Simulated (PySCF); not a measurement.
# Do core-level shifts follow atomic charges?

Compound: C₄H₃BCl₂O.
Bonds: Cl1–B2, B2–Cl3, B2–C4, C4–C5 (aromatic), C5–C6 (aromatic), C6–C7 (aromatic), C7–O8 (aromatic), C4–O8 (aromatic). Hydrogens: H9 on C5; H10 on C6; H11 on C7.

Binding energies: delta-SCF UKS SCAN, pcX-2 on the ionised atom, pcseg-1 elsewhere, spin-free X2C in PySCF. Charges: PBE0/pcSseg-1 ground-state density, for the ionised atom.

```tsv
atom	environment	C 1s (eV)	Mulliken (e)	IAO (e)	Hirshfeld (e)	ESP (e)
C6	aromatic CH carbon	290.94	-0.167	-0.221	-0.080	-0.273
C5	aromatic CH carbon	290.95	-0.112	-0.150	-0.055	-0.201
C4	substituted aromatic carbon	291.69	-0.002	-0.002	-0.047	+0.253
C7	aromatic CH next to a ring oxygen	292.16	+0.181	+0.051	+0.040	+0.018
```

**Question.** Give the correlation coefficient and slope of binding energy on charge for each scheme.

**Answer.** Mulliken: r = 0.97, slope 3.8 eV per e; IAO: r = 0.96, slope 4.6 eV per e; Hirshfeld: r = 0.89, slope 10.2 eV per e; ESP: r = 0.73, slope 1.8 eV per e. On 4 points no scheme stands out.

**Question.** The point-charge model writes a binding energy as kq + V + constant, with V the potential of the other atoms' charges at the site. What does it give with the ESP charges?

**Answer.** V = Σ 14.40 eV Å × q/r over all other atoms: +2.90 eV at C6, +2.46 eV at C5, -3.53 eV at C4, -0.78 eV at C7. Fitting binding energy − V to q gives k = 14.5 eV per e and leaves an rms residual of 0.50 eV, against 0.36 eV for the fit on q alone. The model has no term for differences in relaxation between sites.

Geometry: PBE0-D3(BJ)/def2-SVP; no solvent, vibrations or thermal averaging.

The values belong to the conformer `[Cl:1][B:2]([Cl:3])[c:4]1[cH:5][cH:6][cH:7][o:8]1`: Cl1–B2–C4–C5 0°.
